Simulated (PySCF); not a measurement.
**How methods differ on the fine-structure interval of Cd³⁺**

Cd³⁺ [Kr] 4d9 [4d3/2^4 4d5/2^5, M_J = 5/2] → Cd³⁺ [Kr] 4d9 [4d3/2^3 4d5/2^6, M_J = 3/2], as a difference of total energies. Calculation: PySCF 2.14, in x2c-QZVPPall-2c (13s12p9d4f2g, 140 functions); the two-component X2C-1e Hamiltonian. Correlated levels: [Ar] 3d10 frozen; the 32 highest virtual spinors dropped. "Screened" scales the spin-orbit matrix elements by Boettger's factors to mimic the two-electron term; Breit and QED terms are absent.

```tsv
method	fine-structure interval (cm⁻¹)
GHF (screened spin-orbit)	5993.7
GMP2 (screened spin-orbit)	6360.6
GHF (bare spin-orbit)	7648.1
```
